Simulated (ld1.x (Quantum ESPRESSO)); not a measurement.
**Pseudopotential generation for Mo (Z = 42): TM, LDA (PZ), fully relativistic.**

The input file (ld1.x (Quantum ESPRESSO) 7.5):

```
&input
   title='Mo', zed=42., rel=2, dft='PZ', iswitch=3,
   config='[Kr] 4d4.5 5s0 5p0', rel_dist='average',
   nld=5, rlderiv=3.05, eminld=-3.0, emaxld=5.0, deld=0.02
 /
 &inputp
   pseudotype=2, tm=.true., lloc=0,
   nlcc=.true., rcore=1.40,
   file_pseudopw='Mo.UPF', file_wfcaegen='ae.wfc', file_wfcncgen='nc.wfc', file_beta='beta', file_chi='chi'
 /
3
5P  2  1   0.00   0.00  2.75  2.75  0.0
4D  3  2   4.50   0.00  1.65  1.65  0.0
5S  1  0   0.00   0.00  2.80  2.80  0.0
 &test
   configts(1)='4d4.5 5s0 5p0'
 /
```

Command:

```bash
ld1.x < Mo.in > Mo.out
```

The program printed (shortened: banner, matrices, multipoles, cross overlaps and the repeated all-electron block are left out):

```
Program LD1 v.7.5
     --------------------------- All-electron run ----------------------------

     Mo
     dirac relativistic calculation

     atomic number is 42.00
     dft =PZ   lsd =0 sic =0 latt =0  beta=0.20 tr2=1.0E-14
     Exchange-correlation= PZ
                           (   1   1   0   0   0   0   0)
     mesh =1229 r(mesh) = 100.71859 a.u. xmin = -7.00 dx = 0.01250
     1 Ry =  13.60569312 eV, c = 137.03599908

     n l j   nl                  e(Ry)          e(Ha)          e(eV)
     Spin orbit split results
     1 0 0.5 1S 1( 2.00)     -1455.1365      -727.5682    -19798.1400
     2 0 0.5 2S 1( 2.00)      -206.3093      -103.1547     -2806.9812
     2 1 0.5 2P 1( 2.00)      -190.0002       -95.0001     -2585.0850
     2 1 1.5 2P 1( 4.00)      -182.1813       -91.0906     -2478.7023
     3 0 0.5 3S 1( 2.00)       -35.8343       -17.9171      -487.5502
     3 1 0.5 3P 1( 2.00)       -29.6241       -14.8120      -403.0563
     3 1 1.5 3P 1( 4.00)       -28.3354       -14.1677      -385.5230
     4 0 0.5 4S 1( 2.00)        -5.6417        -2.8209       -76.7599
     4 1 0.5 4P 1( 2.00)        -3.8685        -1.9343       -52.6342
     4 1 1.5 4P 1( 4.00)        -3.6819        -1.8410       -50.0953
     3 2 1.5 3D 1( 4.00)       -17.3127        -8.6564      -235.5518
     3 2 2.5 3D 1( 6.00)       -17.0685        -8.5343      -232.2289
     4 2 1.5 4D 1( 1.80)        -1.1587        -0.5793       -15.7644
     4 2 2.5 4D 1( 2.70)        -1.1414        -0.5707       -15.5301
     5 0 0.5 5S 1( 0.00)        -1.0235        -0.5118       -13.9261
     5 1 0.5 5P 1( 0.00)        -0.6952        -0.3476        -9.4580
     5 1 1.5 5P 1( 0.00)        -0.6767        -0.3383        -9.2063
     Averaged results
     1 0     1S 1( 2.00)     -1455.1365      -727.5682    -19798.1400
     2 0     2S 1( 2.00)      -206.3093      -103.1547     -2806.9812
     2 1     2P 1( 6.00)      -184.7876       -92.3938     -2514.1632
     3 0     3S 1( 2.00)       -35.8343       -17.9171      -487.5502
     3 1     3P 1( 6.00)       -28.7650       -14.3825      -391.3674
     4 0     4S 1( 2.00)        -5.6417        -2.8209       -76.7599
     4 1     4P 1( 6.00)        -3.7441        -1.8721       -50.9416
     3 2     3D 1(10.00)       -17.1662        -8.5831      -233.5580
     4 2     4D 1( 4.50)        -1.1483        -0.5742       -15.6238
     5 0     5S 1( 0.00)        -1.0235        -0.5118       -13.9261
     5 1     5P 1( 0.00)        -0.6828        -0.3414        -9.2902

     final scf error:  2.9E-15 reached in  30 iterations

     Etot =   -8088.989902 Ry,   -4044.494951 Ha, -110056.314284 eV

     Ekin =    8385.329958 Ry,    4192.664979 Ha,  114088.226145 eV
     Encl =  -19516.226351 Ry,   -9758.113176 Ha, -265531.786656 eV
     Eh   =    3280.114982 Ry,    1640.057491 Ha,   44628.237855 eV
     Exc  =    -238.208491 Ry,    -119.104246 Ha,   -3240.991628 eV

     normalization and overlap integrals

     s(1S/1S) =  1.000000  <r> =   0.0352  <r2> =    0.0017  r(max) =   0.0229
     s(2S/2S) =  1.000000  <r> =   0.1536  <r2> =    0.0279  r(max) =   0.1303
     s(2P/2P) =  1.000000  <r> =   0.1308  <r2> =    0.0210  r(max) =   0.1015
     s(2P/2P) =  1.000000  <r> =   0.1354  <r2> =    0.0224  r(max) =   0.1054
     s(3S/3S) =  1.000000  <r> =   0.4295  <r2> =    0.2115  r(max) =   0.3819
     s(3P/3P) =  1.000000  <r> =   0.4239  <r2> =    0.2094  r(max) =   0.3724
     s(3P/3P) =  1.000000  <r> =   0.4345  <r2> =    0.2198  r(max) =   0.3819
     s(4S/4S) =  1.000000  <r> =   1.1051  <r2> =    1.3861  r(max) =   0.9874
     s(4P/4P) =  1.000000  <r> =   1.2118  <r2> =    1.6858  r(max) =   1.0511
     s(4P/4P) =  1.000000  <r> =   1.2431  <r2> =    1.7744  r(max) =   1.0777
     s(3D/3D) =  1.000000  <r> =   0.4135  <r2> =    0.2059  r(max) =   0.3206
     s(3D/3D) =  1.000000  <r> =   0.4170  <r2> =    0.2092  r(max) =   0.3246
     s(4D/4D) =  1.000000  <r> =   1.7934  <r2> =    3.8795  r(max) =   1.3666
     s(4D/4D) =  1.000000  <r> =   1.8118  <r2> =    3.9599  r(max) =   1.3666
     s(5S/5S) =  1.000000  <r> =   3.0428  <r2> =   10.4241  r(max) =   2.6841
     s(5P/5P) =  1.000000  <r> =   3.6677  <r2> =   15.2042  r(max) =   3.1974
     s(5P/5P) =  1.000000  <r> =   3.7454  <r2> =   15.8480  r(max) =   3.2783

     ------------------------ End of All-electron run ------------------------

     --------------------- Generating NC pseudopotential ---------------------

      Generating local pot.: lloc=0, matching radius rcloc =   2.8000

      Computing core charge for nlcc:

       r > 1.40 : true rho core
       r < 1.40 : rho core = a sin(br)/r    a=   7.24  b=   1.81

      Integrated core pseudo-charge :   8.15

     Fully relativistic calculation: |psi|^2

     Wfc 5P LC norm =  0.99996842 SC norm =  0.00003130 missing  0.00000028

     Wfc 5P LC norm =  0.99996943 SC norm =  0.00002630 missing  0.00000426

     Wfc 4D LC norm =  0.99988025 SC norm =  0.00011970 missing  0.00000005

     Wfc 4D LC norm =  0.99988251 SC norm =  0.00011613 missing  0.00000136

      Wfc   5P  rcut= 2.752  Using Troullier-Martins method

      Wfc   5P  rcut= 2.752  Using Troullier-Martins method

      Wfc   4D  rcut= 1.669  Using Troullier-Martins method

      Wfc   4D  rcut= 1.669  Using Troullier-Martins method

     ------------------- End of pseudopotential generation -------------------

     Computing logarithmic derivative in   3.06057
     Computing logarithmic derivative in   3.06057
     Computing the partial wave expansion
       no projector for channel:   0
     R is outside the sphere for l=    1 j= 0.50
     R is outside the sphere for l=    1 j= 1.50
     R is outside the sphere for l=    2 j= 1.50
     R is outside the sphere for l=    2 j= 2.50

     ---------------------- Testing the pseudopotential ----------------------

     Mo
     dirac relativistic calculation

     atomic number is 42.00   valence charge is  6.00
     dft =PZ   lsd =0 sic =0 latt =0  beta=0.20 tr2=1.0E-14
     mesh =1229 r(mesh) = 100.71859 xmin = -7.00 dx = 0.01250

     n l  j  nl             e AE (Ry)       e PS (Ry)    De AE-PS (Ry)
     3 2 1.5 4D   1( 1.80)       -1.15866       -1.15864       -0.00002
     3 2 2.5 4D   1( 2.70)       -1.14144       -1.14145        0.00001
     1 0 0.5 5S   1( 0.00)       -1.02355       -1.02355        0.00000
     2 1 0.5 5P   1( 0.00)       -0.69515       -0.69515       -0.00000
     2 1 1.5 5P   1( 0.00)       -0.67665       -0.67665        0.00000

     eps = 7.5E-16  iter =  7

     Etot =   -8088.989902 Ry,   -4044.494951 Ha, -110056.314284 eV
     Etotps =   -24.573905 Ry,     -12.286952 Ha,    -334.345009 eV

     Ekin =      17.885663 Ry,       8.942832 Ha,     243.346848 eV
     Encl =     -17.154216 Ry,      -8.577108 Ha,    -233.394993 eV
     Ehrt =      10.169658 Ry,       5.084829 Ha,     138.365248 eV
     Ecxc =     -14.672691 Ry,      -7.336345 Ha,    -199.632130 eV
     (Ecc =      -9.610864 Ry,      -4.805432 Ha,    -130.762468 eV)
     Epseu=     -20.802320 Ry,     -10.401160 Ha,    -283.029982 eV

     ---------------------- End of pseudopotential test ----------------------
```

Generation and configuration tests took about 1.8 s on one core of a shared server CPU.
